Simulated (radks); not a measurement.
The aluminium ion Al0.75+, configuration [Ne] 3p(up 0.5, down 0.5) 3s(up 0.75, down 0.5) (fractional occupations, a model configuration). All-electron calculation, non-relativistic Kohn-Sham, PBEsol, spin-polarised, spherical densities, point nucleus. Program: a radial shooting solver on a logarithmic mesh with Libxc functionals.

Unscreened Slater integrals over Kohn-Sham orbitals (eV). They are taken over the spin-up orbitals.

integral     value
F0(3p,3p)   8.3783
F2(3p,3p)   4.2707
F0(3p,3s)   9.1613
G1(3p,3s)   5.9420
F0(3p,2p)   11.401
F2(3p,2p)   1.5575
G0(3p,2p)  0.63360
G2(3p,2p)  0.59869
F0(3s,3s)   10.234
F0(3s,2p)   13.613
G1(3s,2p)  0.88008
F0(2p,2p)   41.606
F2(2p,2p)   18.951

Derived for the open shells (J is the average intra-shell exchange parameter used in DFT+U). 3p: J = F2/5 = 0.8541 eV.
